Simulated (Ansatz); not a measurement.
```xyz
13

C     1.2816    0.5900   -0.6000
N     0.0928    0.0786    0.0726
Ge   -1.5166    0.5693   -0.6938
Si    0.2349   -1.0845    1.3010
F     0.4656   -2.5754    0.7518
H     1.2250    1.6765   -0.7281
H     1.4273    0.1410   -1.5893
H     2.1770    0.3805   -0.0076
H    -1.5787    2.1076   -0.7002
H    -2.6427   -0.0409    0.1473
H    -1.5731    0.0584   -2.1461
H     1.4338   -0.7818    2.1192
H    -1.0269   -1.1193    2.0730
```

Total charge 0; spin multiplicity 1.

Task: List the r2SCAN/def2-TZVPP orbital energies in eV (Ansatz 0.2.0). (Estimate.)

Result: Ansatz gave: Occupied: -10834.53, -1791.77, -1349.61, -1199.67, -1199.66, -1199.65, -665.71, -385.26, -274.07, -167.82, -142.08, -117.54, -117.50, -117.49, -96.98, -96.93, -96.92, -30.88, -30.81, -30.81, -30.79, -30.73, -30.73, -22.95, -17.46, -14.73, -13.51, -11.81, -11.38, -11.30, -10.71, -10.56, -9.82, -8.93, -8.90, -8.47, -8.15, -6.27. Lowest empty: -0.25, 0.50, 0.63, 0.85, 1.25, 1.46, 1.93, 2.41.
